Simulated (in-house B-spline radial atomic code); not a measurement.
The aluminium ion Al⁵⁺: [He] 2s2 2p4

Computed with a radial B-spline atomic code at the basis-set limit: Dirac-Kohn-Sham relativistic LDA, spherical fractional occupations, Fermi nucleus of rms radius 3.061 fm.

Effective charges: Z_r = [3n² - l(l+1)]/(2<r>) from the radius, Z_e = n√(-2ε) from the energy, and Slater's rules. Values are occupation-weighted means over j.

```json
{"shell": "1s", "electrons": "2", "ε (eV)": "-1630.1", "<r> (bohr)": "0.1205", "Z_r": "12.44", "Z_e": "10.95", "Slater": "12.70"}
{"shell": "2s", "electrons": "2", "ε (eV)": "-211.56", "<r> (bohr)": "0.5872", "Z_r": "10.22", "Z_e": "7.89", "Slater": "9.55"}
{"shell": "2p", "electrons": "4", "ε (eV)": "-176.17", "<r> (bohr)": "0.5388", "Z_r": "9.28", "Z_e": "7.20", "Slater": "9.55"}
```

The least bound orbital is 2p3/2 at -176 eV, while the most diffuse is 2s1/2 (<r> = 0.5872 bohr against 0.5394 bohr): energy order and size order differ.

Spin-orbit splittings of the orbital energies (j = l + 1/2 above j = l - 1/2 when positive): 2p 0.5399 eV.

For the 1s electron the small component carries 0.21 % of the norm, the zero-frequency Breit interaction raises the level by 0.8552 eV, self-energy by 0.3654 eV, and vacuum polarisation lowers it by 0.02193 eV.
